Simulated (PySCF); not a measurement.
Simulation results for ClFH3Si2, BFH5Si2

Computed with PySCF 2.14.0. Calculation on a computer-drawn molecule: the log of a Hartree-Fock and frozen-core CCSD(T) single point meant for a local Hartree-Fock minimum, with one planted fault or none, to be diagnosed. Offsets are logged minus clean, where the clean run is the same molecule without the fault. The reference is restricted for singlets and unrestricted otherwise, and also for a bond in bohr or an excited solution. Adding or removing an electron swaps singlet and doublet. The excited solution moves the top pair (singlet) or top alpha electron (doublet) to the lowest empty orbital. Highest occupied and lowest empty are orbital energies over both spins, largest force is the largest gradient component, triples share is (T) over the correlation energy, the T1 limit is 0.02 restricted and 0.045 unrestricted, electrons count all cores, a negative frequency is imaginary (commonest isotopes), and the dipole is about the centre of nuclear charge.

Common to all runs: meant charge 1; meant multiplicity 1; meant basis cc-pV(D+d)Z; logged SCF converged yes; logged CC converged yes; logged SCF stable within its kind yes; possible faults no fault, one electron removed, one electron added, multiplicity raised by two, geometry at a saddle point, SCF held on an excited solution, minimal basis STO-3G, one bond length entered in bohr, all coordinates scaled.

(1) 
```xyz
7
formula=ClFH3Si2 logged_electrons=56 logged_basis_functions=98 logged_spin_squared=0 logged_highest_occupied=-17.953 logged_lowest_empty=-5.0591 logged_largest_force=1.777e-05 logged_lowest_frequency=23.415 logged_T1_diagnostic=0.015325 logged_D1_diagnostic=0.051548 logged_triples_share=0.024613 logged_dipole_magnitude=3.5917 logged_energy_HF=-1138.37512 logged_energy_CCSD(T)=-1138.93302 planted_fault=no_fault HF_energy_offset_from_clean_run=0 CCSD(T)_energy_offset_from_clean_run=0
F      0.3261     1.4015    -3.6155
Si     1.0763     1.0698    -2.2813
Si    -0.0433    -0.3142    -0.6405
Cl     2.8589     1.8852    -2.2014
H     -0.3263    -1.5230    -1.4224
H      0.9665    -0.4486     0.4129
H     -1.2106     0.5122    -0.3123
```

Units: logged_highest_occupied, logged_lowest_empty in eV; logged_largest_force in hartree/bohr; logged_lowest_frequency in cm⁻¹; logged_dipole_magnitude in debye; logged_energy_HF, logged_energy_CCSD(T) in hartree; HF_energy_offset_from_clean_run, CCSD(T)_energy_offset_from_clean_run in kcal/mol.

Drawn bonds:
```csv
atom,other atom,order
1,2,1
2,3,1
2,4,1
3,5,1
3,6,1
3,7,1
```

(2) 
```xyz
7
formula=ClFH3Si2 logged_electrons=55 logged_basis_functions=98 logged_spin_squared=0.7824 logged_highest_occupied=-24.511 logged_lowest_empty=-15.952 logged_largest_force=0.071079 logged_T1_diagnostic=0.026282 logged_D1_diagnostic=0.12947 logged_triples_share=0.029678 logged_dipole_magnitude=6.0173 logged_energy_HF=-1137.75185 logged_energy_CCSD(T)=-1138.304 planted_fault=one_electron_removed HF_energy_offset_from_clean_run=391.1 CCSD(T)_energy_offset_from_clean_run=394.7
F      0.3261     1.4015    -3.6155
Si     1.0763     1.0698    -2.2813
Si    -0.0433    -0.3142    -0.6405
Cl     2.8589     1.8852    -2.2014
H     -0.3263    -1.5230    -1.4224
H      0.9665    -0.4486     0.4129
H     -1.2106     0.5122    -0.3123
```

Units: logged_highest_occupied, logged_lowest_empty in eV; logged_largest_force in hartree/bohr; logged_dipole_magnitude in debye; logged_energy_HF, logged_energy_CCSD(T) in hartree; HF_energy_offset_from_clean_run, CCSD(T)_energy_offset_from_clean_run in kcal/mol.

Drawn bonds:
```csv
atom,other atom,order
1,2,1
2,3,1
2,4,1
3,5,1
3,6,1
3,7,1
```

(3) 
```xyz
9
formula=BFH5Si2 logged_electrons=46 logged_basis_functions=99 logged_spin_squared=0 logged_highest_occupied=-16.372 logged_lowest_empty=-5.167 logged_largest_force=1.807e-05 logged_lowest_frequency=32.467 logged_T1_diagnostic=0.016794 logged_D1_diagnostic=0.051608 logged_triples_share=0.023365 logged_dipole_magnitude=3.7153 logged_energy_HF=-704.63042 logged_energy_CCSD(T)=-705.13681 planted_fault=no_fault HF_energy_offset_from_clean_run=0 CCSD(T)_energy_offset_from_clean_run=0
F     -0.4923    -3.6945     0.1948
Si     0.6033    -2.7301    -0.3775
B      0.6051    -0.8236     0.2843
Si     1.5772    -0.1900     1.9984
H      1.5158    -3.4370    -1.2745
H     -0.0166    -0.0669    -0.3986
H      2.5016     0.8623     1.5381
H      0.4980     0.3213     2.8631
H      2.2973    -1.3146     2.6247
```

Units: logged_highest_occupied, logged_lowest_empty in eV; logged_largest_force in hartree/bohr; logged_lowest_frequency in cm⁻¹; logged_dipole_magnitude in debye; logged_energy_HF, logged_energy_CCSD(T) in hartree; HF_energy_offset_from_clean_run, CCSD(T)_energy_offset_from_clean_run in kcal/mol.

Drawn bonds:
```csv
atom,other atom,order
1,2,1
2,3,1
3,4,1
2,5,1
3,6,1
4,7,1
4,8,1
4,9,1
```
